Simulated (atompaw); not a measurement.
An all-electron radial function and its pseudo partner (zirconium (Zr))

Columns: radius, all-electron u(r) and pseudo u(r) of the 4d shell (level -3.60 eV) of zirconium in the configuration [Kr] 4d2 5s2 5p0; PBE, scalar-relativistic, PAW (atompaw) scheme, atompaw 4.2.0.5.

```tsv
r (bohr)	all-electron	pseudo
0.115	-0.1231	0.0004
0.231	-0.2830	0.0033
0.346	-0.2819	0.0109
0.462	-0.1658	0.0252
0.577	-0.0059	0.0471
0.692	0.1569	0.0774
0.808	0.3036	0.1163
0.923	0.4242	0.1622
1.038	0.5185	0.2139
1.154	0.5885	0.2698
1.269	0.6360	0.3266
1.385	0.6654	0.3826
1.500	0.6799	0.4344
1.615	0.6831	0.4801
1.731	0.6777	0.5184
1.846	0.6660	0.5473
1.962	0.6496	0.5666
2.077	0.6303	0.5760
2.192	0.6089	0.5764
2.308	0.5862	0.5689
2.423	0.5630	0.5552
2.538	0.5397	0.5370
2.654	0.5163	0.5158
2.769	0.4935	0.4936
2.885	0.4710	0.4710
3.000	0.4492	0.4492
```

Problem. How many radial nodes do the two functions have?

Solution. The all-electron 4d function has n − l − 1 = 1; the pseudo-wave has 0, since the states of the same l below it are removed with the core.

Problem. Is the pseudo-wave norm-conserving?

Solution. No, it belongs to a PAW set: the norm inside the radius is not constrained, and the difference is carried by the augmentation charge.
